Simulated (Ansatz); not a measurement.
`[OH][In]([Br])[Br]` + NH₃ → `[NH2][In]([Br])[Br]` + H₂O at 400 K and 1 bar (ligand exchange at the In–O bond).

Program: Ansatz. Geometries: PBE0-D4/def2-TZVP. ΔE: electronic, gas phase. CCSD(T)/CBS adds triple-zeta CCSD(T) − MP2 to the extrapolated MP2 energy (def2 sets, frozen cores). This one scheme is used for every species. Elements past krypton have def2 core potentials. For Br, In outer-core shells are correlated without core-valence functions, which leaves a few kJ/mol of doubt a bond. Scalar relativity is left out up to krypton. One conformer a species, not always the lowest.

```tsv
species	CCSD(T)/CBS energy (Eh)	H − E (kJ/mol)	S (J/(mol·K))
`[OH][In]([Br])[Br]`	-5412.35748	67.5	400.6
NH₃	-56.50880	104.2	203.1
`[NH2][In]([Br])[Br]`	-5392.48319	100.6	408.1
H₂O	-76.37941	69.8	198.6
```

H − E and S are ideal-gas, rigid-rotor, harmonic terms from PBE0-D4/def2-TZVP, for one conformer and one mirror image of each species. 1 Eh = 2625.50 kJ/mol, R = 8.31446 J/(mol·K).

**Question.** By hand: ΔE, ΔH, ΔS and ΔG.

**Answer.** ΔE = (-5392.48319) + (-76.37941) − (-5412.35748) − (-56.50880) = 0.00368 Eh = 9.7 kJ/mol. Δ(H − E) = 100.6 + 69.8 − 67.5 − 104.2 = -1.3, so ΔH = 8.4 kJ/mol. ΔS = 408.1 + 198.6 − 400.6 − 203.1 = 3.0 J/(mol·K). ΔG = 8.4 − 400 × (3.0)/1000 = 7.2 kJ/mol.

**Question.** By hand: the equilibrium constant, and the temperature at which ΔG would vanish if ΔH and ΔS stayed fixed.

**Answer.** log₁₀ K = −ΔG/(RT ln 10) = -0.9. ΔG = 0 at ΔH/ΔS = 2800 K, far beyond where these terms or the molecules hold.

The number of gas molecules stays the same, so ΔS is small and ΔH decides. A doubt of 5 kJ/mol in ΔE shifts log₁₀ K by 0.7 here. Other conformers and mirror images would add mixing entropy, several J/(mol·K) or more a flexible species. These are equilibria of isolated gas molecules and say nothing of rates. Largest T1 diagnostic: 0.012 (customary marks: 0.02 for closed shells, 0.045 for open ones).
